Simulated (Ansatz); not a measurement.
`C[O][GaH][SeH]`. Total charge 0; spin multiplicity 1.

```xyz
9

C    -0.295   -0.900    1.275
O     0.252   -0.512    0.041
Ga   -0.115    1.048   -0.734
Se    0.965    1.340   -2.757
H    -0.871   -1.824    1.154
H     0.508   -1.094    1.994
H    -0.961   -0.144    1.712
H    -1.078    2.067   -0.057
H     1.596    0.019   -2.626
```

Q: List the harmonic frequencies (cm⁻¹, unscaled) at PBE0-D4/def2-TZVP in Ansatz. (Estimate.)

A: Computed: 88, 89, 95, 225, 255, 311, 467, 536, 631, 644, 1127, 1177, 1205, 1478, 1488, 1501, 2007, 2444, 2993, 3058, 3076.

Q: Is this a minimum?

A: Yes, all 21 modes are real.

Q: Give the ideal-gas thermochemistry at 298.15 K and 1 bar (rigid rotor, harmonic oscillator; point group Cs, symmetry number 1).

A: Zero-point energy 148.9 kJ/mol; H(298) − E = 170.6 kJ/mol; entropy 365.5 J/(mol·K), of which translation 173.7, rotation 115.6, vibration 76.2; G(298) − E = 61.6 kJ/mol. Modes under 100 cm⁻¹ are hindered rotations or soft bends, so the harmonic entropy is rough.

Q: And at 400, 500, 600, 800 and 1000 K?

A: 
```json
{"T (K)": "400", "H − E (kJ/mol)": "181.6", "S (J/mol/K)": "397.4", "G − E (kJ/mol)": "22.7"}
{"T (K)": "500", "H − E (kJ/mol)": "193.8", "S (J/mol/K)": "424.4", "G − E (kJ/mol)": "-18.4"}
{"T (K)": "600", "H − E (kJ/mol)": "207.0", "S (J/mol/K)": "448.5", "G − E (kJ/mol)": "-62.1"}
{"T (K)": "800", "H − E (kJ/mol)": "236.1", "S (J/mol/K)": "490.2", "G − E (kJ/mol)": "-156.1"}
{"T (K)": "1000", "H − E (kJ/mol)": "267.9", "S (J/mol/K)": "525.7", "G − E (kJ/mol)": "-257.8"}
```
